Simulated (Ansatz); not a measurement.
Level of theory: PBE0-D3(BJ)/def2-TZVP in Ansatz (a first-principles code). No frequencies were computed at this level.

Ansatz 0.2 input:
```yaml
crystal:
  periodic: [false, false, false]
  atoms:
    - { symbol: Si, position_ang: [-3.12205, 0.067687, -0.06972] }
    - { symbol: Si, position_ang: [-0.892794, -0.375273, -0.430979] }
    - { symbol: Si, position_ang: [0.891762, 0.374839, 0.668217] }
    - { symbol: Si, position_ang: [3.122166, -0.06701, 0.306406] }
    - { symbol: H, position_ang: [-3.272187, 1.496099, 0.225443] }
    - { symbol: H, position_ang: [-3.767483, -0.648548, 1.037944] }
    - { symbol: H, position_ang: [-3.935298, -0.21426, -1.260142] }
    - { symbol: H, position_ang: [-0.770513, -1.851362, -0.568554] }
    - { symbol: H, position_ang: [0.771261, 1.851137, 0.804633] }
    - { symbol: H, position_ang: [3.768293, 0.64878, -0.801091] }
    - { symbol: H, position_ang: [3.935253, 0.213325, 1.497474] }
    - { symbol: H, position_ang: [3.271594, -1.495411, 0.010933] }
basis:
  gaussian: { orbitals: def2-tzvp }
hamiltonian:
  xc: pbe0
  dispersion: d3bj
relax:
  max_steps: 150
```

Output:

```
Functional definition: PBE0
1424 factors; their error is unknown
mean field evaluation 1: about -31625.5037 eV, gradient 1.5e1 eV
mean field evaluation 2: about -31626.2016 eV, gradient 6.8e0 eV
mean field evaluation 4: about -31626.3431 eV, gradient 2.9e-1 eV
mean field evaluation 8: about -31626.3433 eV, gradient 2.5e-2 eV
mean field evaluation 16: about -31626.4757 eV, gradient 2.2e-5 eV
mean field -31626.47567476 eV, -1162.2515438524 hartree, gradient 2.2e-5 eV, S^2 0.000000; 0 other end points of the search recorded, 0 dependent functions left out
reference -31626.47571776 eV, -1162.2515454326 hartree; 32, 32 occupied and 164, 164 virtual orbitals, 1424 factors
relax step   1: F+E_penalty+E_count = -31626.78432328 eV  Δ(F+E_penalty+E_count) = +0.000e0 eV  max|allowed force component| = 1.013e0 eV/Å  Δτ_max = 0.0000 Å  (27 SCF iters, accepted)
these checks for a lower state are left out or cut short: starts, cluster_reference, orbital_swaps, neighbouring_geometries, increment
1424 factors; their error is unknown
mean field -31626.66789294 eV, -1162.2586077401 hartree, gradient 1.1e-5 eV, S^2 0.000000; 0 other end points of the search recorded, 0 dependent functions left out
reference -31626.66793614 eV, -1162.2586093277 hartree; 32, 32 occupied and 164, 164 virtual orbitals, 1424 factors
relax step   2: F+E_penalty+E_count = -31626.98240749 eV  Δ(F+E_penalty+E_count) = -1.981e-1 eV  max|allowed force component| = 5.385e-1 eV/Å  Δτ_max = 0.1935 Å  (29 SCF iters, accepted)
these checks for a lower state are left out or cut short: starts, cluster_reference, orbital_swaps, neighbouring_geometries, increment
1424 factors; their error is unknown
mean field -31626.76266300 eV, -1162.2620904757 hartree, gradient 2.1e-5 eV, S^2 0.000000; 0 other end points of the search recorded, 0 dependent functions left out
reference -31626.76270678 eV, -1162.2620920845 hartree; 32, 32 occupied and 164, 164 virtual orbitals, 1424 factors
relax step   3: F+E_penalty+E_count = -31627.07704717 eV  Δ(F+E_penalty+E_count) = -9.464e-2 eV  max|allowed force component| = 1.341e-1 eV/Å  Δτ_max = 0.1320 Å  (27 SCF iters, accepted)
these checks for a lower state are left out or cut short: starts, cluster_reference, orbital_swaps, neighbouring_geometries, increment
1424 factors; their error is unknown
mean field evaluation 32: about -31626.4808 eV, gradient 7.5e0 eV
mean field -31626.77759368 eV, -1162.2626391678 hartree, gradient 8.6e-6 eV, S^2 0.000000; 0 other end points of the search recorded, 0 dependent functions left out
reference -31626.77763747 eV, -1162.2626407771 hartree; 32, 32 occupied and 164, 164 virtual orbitals, 1424 factors
relax step   4: F+E_penalty+E_count = -31627.09349079 eV  Δ(F+E_penalty+E_count) = -1.644e-2 eV  max|allowed force component| = 1.064e-1 eV/Å  Δτ_max = 0.1263 Å  (28 SCF iters, accepted)
these checks for a lower state are left out or cut short: starts, cluster_reference, orbital_swaps, neighbouring_geometries, increment
1424 factors; their error is unknown
mean field -31626.77848847 eV, -1162.2626720507 hartree, gradient 8.4e-5 eV, S^2 0.000000; 0 other end points of the search recorded, 0 dependent functions left out
reference -31626.77853220 eV, -1162.2626736578 hartree; 32, 32 occupied and 164, 164 virtual orbitals, 1424 factors
relax step   5: F+E_penalty+E_count = -31627.09563232 eV  Δ(F+E_penalty+E_count) = -2.142e-3 eV  max|allowed force component| = 3.888e-2 eV/Å  Δτ_max = 0.0372 Å  (26 SCF iters, accepted)
these checks for a lower state are left out or cut short: starts, cluster_reference, orbital_swaps, neighbouring_geometries, increment
1424 factors; their error is unknown
mean field -31626.77941816 eV, -1162.2627062163 hartree, gradient 8.0e-5 eV, S^2 0.000000; 0 other end points of the search recorded, 0 dependent functions left out
reference -31626.77946182 eV, -1162.2627078210 hartree; 32, 32 occupied and 164, 164 virtual orbitals, 1424 factors
relax step   6: F+E_penalty+E_count = -31627.09691117 eV  Δ(F+E_penalty+E_count) = -1.279e-3 eV  max|allowed force component| = 3.341e-2 eV/Å  Δτ_max = 0.0478 Å  (26 SCF iters, accepted)
these checks for a lower state are left out or cut short: starts, cluster_reference, orbital_swaps, neighbouring_geometries, increment
1424 factors; their error is unknown
mean field -31626.77989414 eV, -1162.2627237081 hartree, gradient 8.2e-5 eV, S^2 0.000000; 0 other end points of the search recorded, 0 dependent functions left out
reference -31626.77993782 eV, -1162.2627253136 hartree; 32, 32 occupied and 164, 164 virtual orbitals, 1424 factors
relax step   7: F+E_penalty+E_count = -31627.09748834 eV  Δ(F+E_penalty+E_count) = -5.772e-4 eV  max|allowed force component| = 3.011e-2 eV/Å  Δτ_max = 0.0461 Å  (26 SCF iters, accepted)
these checks for a lower state are left out or cut short: starts, cluster_reference, orbital_swaps, neighbouring_geometries, increment
1424 factors; their error is unknown
mean field -31626.78028925 eV, -1162.2627382281 hartree, gradient 7.9e-5 eV, S^2 0.000000; 0 other end points of the search recorded, 0 dependent functions left out
reference -31626.78033297 eV, -1162.2627398350 hartree; 32, 32 occupied and 164, 164 virtual orbitals, 1424 factors
relax step   8: F+E_penalty+E_count = -31627.09764396 eV  Δ(F+E_penalty+E_count) = -1.556e-4 eV  max|allowed force component| = 1.232e-2 eV/Å  Δτ_max = 0.0169 Å  (25 SCF iters, accepted)
these checks for a lower state are left out or cut short: starts, cluster_reference, orbital_swaps, neighbouring_geometries, increment
1424 factors; their error is unknown
mean field -31626.78044612 eV, -1162.2627439931 hartree, gradient 7.8e-5 eV, S^2 0.000000; 0 other end points of the search recorded, 0 dependent functions left out
reference -31626.78048987 eV, -1162.2627456009 hartree; 32, 32 occupied and 164, 164 virtual orbitals, 1424 factors
relax step   9: F+E_penalty+E_count = -31627.09766758 eV  Δ(F+E_penalty+E_count) = -2.362e-5 eV  max|allowed force component| = 8.790e-3 eV/Å  Δτ_max = 0.0065 Å  (28 SCF iters, accepted)
1424 factors; their error is unknown
mean field evaluation 64: about -31626.6481 eV, gradient 1.4e-1 eV
mean field -31626.78044612 eV, -1162.2627439931 hartree, gradient 7.8e-5 eV, S^2 0.000000; 1 other end points of the search recorded, 0 dependent functions left out
reference -31626.78048987 eV, -1162.2627456009 hartree; 32, 32 occupied and 164, 164 virtual orbitals, 1424 factors
Total energy: -31627.09771133 eV, -1162.2744032746 hartree
Atom 0 at    -3.022172     0.075874    -0.007993 Å, force    -0.000401     0.003550     0.001728 eV/Å
Atom 1 at    -0.823800    -0.643913    -0.111077 Å, force     0.008613    -0.002141    -0.001716 eV/Å
Atom 2 at     0.823780     0.643638     0.349238 Å, force    -0.008790     0.002813    -0.003756 eV/Å
Atom 3 at     3.022141    -0.075972     0.244746 Å, force     0.000572    -0.003525     0.000673 eV/Å
Atom 4 at    -2.998610     1.504286     0.399343 Å, force    -0.003371    -0.002871    -0.000699 eV/Å
Atom 5 at    -3.798019    -0.712000     0.987111 Å, force     0.000253     0.003126    -0.003439 eV/Å
Atom 6 at    -3.691607    -0.052227    -1.330273 Å, force     0.001737    -0.000191     0.004386 eV/Å
Atom 7 at    -0.533401    -2.049213    -0.489357 Å, force     0.000242     0.000021     0.001108 eV/Å
Atom 8 at     0.533484     2.049780     0.724398 Å, force    -0.000167    -0.000681     0.002206 eV/Å
Atom 9 at     3.798250     0.712011    -0.750066 Å, force    -0.001358    -0.002587     0.003282 eV/Å
Atom 10 at     3.691168     0.052082     1.567234 Å, force    -0.000288    -0.000406    -0.004722 eV/Å
Atom 11 at     2.998790    -1.504344    -0.162740 Å, force     0.002957     0.002892     0.000948 eV/Å
Dipole moment:     0.000025     0.000009    -0.000118 e Å
```

Cost: around 70 core-seconds (rough).
